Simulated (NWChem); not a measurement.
System: H$_{2}$SeO$_{2}$; SMILES O[Se]O

Input file for NWChem:

```
start job
memory heap 200 mb stack 900 mb global 1100 mb
geometry units angstroms noautosym nocenter noautoz
  Se     0.392615    -0.010231     0.000000
  O     -0.730569    -0.090441     1.393587
  H     -0.999793     0.812778     1.606801
  O     -0.730569    -0.090441    -1.393587
  H     -0.999793     0.812778    -1.606801
end
basis spherical
  Se library def2-svpd
  O library def2-svpd
  H library def2-svpd
end
dft
  xc xcamb88 1.00 lyp 1.0 hfexch 1.00
  cam 0.33 cam_alpha 0.0 cam_beta 1.0
  iterations 150
end
property
  response 1 0.0
end
task dft property
```

All runs use the structure optimised with PBE0/def2-SVP.

Static field.

Problem. What results follow from this input? (LC-BLYP (range parameter 0.33 per bohr)/def2-SVPD.) Quantities: isotropic polarisability (bohr³); anisotropy (bohr³).

Solution. 
```json
{
  "isotropic polarisability (bohr³)": "38.8",
  "anisotropy (bohr³)": "8.9"
}
```
